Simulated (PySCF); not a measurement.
Gas-phase reaction: ZrCl2(OH)2 + H + Cl → ZrCl3OH + H2O. Level: M06-2X/def2-TZVP†; standard pressure 1 bar.

Computed with PySCF and rigid-rotor harmonic-oscillator thermochemistry at 1 bar. † marks an energy on the PBE0/def2-TZVP geometry and frequencies. Open shells (unrestricted): H (multiplicity 2), Cl (multiplicity 2, electronic degeneracy 6); the rest are closed-shell singlets. Spin-orbit splitting is ignored; it lowers the true energy and changes the entropy of Cl. Zr: scalar-relativistic def2 core potential, no spin-orbit coupling. ZrCl2(OH)2, ZrCl3OH: computed as isolated molecules; such fragments, hydroxides, amides, oligomers or adducts are transient or little studied in the gas. The harmonic model lacks anharmonicity and excited electronic states, which grow with temperature; levels with a mode under 35 cm⁻¹ are left out. Soft modes under 120 cm⁻¹ make the harmonic entropy rough for ZrCl2(OH)2, ZrCl3OH.

| T (K) | 1000/T (1/K) | log10 K |
|---|---|---|
| 1200 | 0.8333 | 13.26 |
| 1400 | 0.7143 | 10.38 |
| 1600 | 0.6250 | 8.21 |
| 1800 | 0.5556 | ? |
| 2000 | 0.5000 | 5.15 |
| 2500 | 0.4000 | 2.67 |

Problem. Fit log10 K = a + b·(1000/T) to the five rows, get the mean ΔH° and ΔS°, and predict log10 K at 1800 K.

Solution. Means: 1000/T = 0.6145, log10 K = 7.934. Sums of products about the means: Sxy = 2.86023, Sxx = 0.117064, so b = Sxy/Sxx = 24.43 and a = 7.934 − (24.43)×0.6145 = -7.08.
ΔH° = −R ln 10 × 1000 K × b = −19.145 × (24.43) = -468 kJ; ΔS° = R ln 10 × a = -136 J/K. The run's own values go from -461 kJ and -130 J/K at 1200 K to -478 kJ and -140 J/K at 2500 K.
Prediction at 1800 K: -7.08 + (24.43)×0.5556 = 6.49. The computed value is 6.51, 0.02 from the line.
For scale, ΔH°(298 K) is -443 kJ at this level, -444 kJ at ωB97M-V/def2-TZVP†, and runs from -507 to -319 kJ over the 18 levels computed.
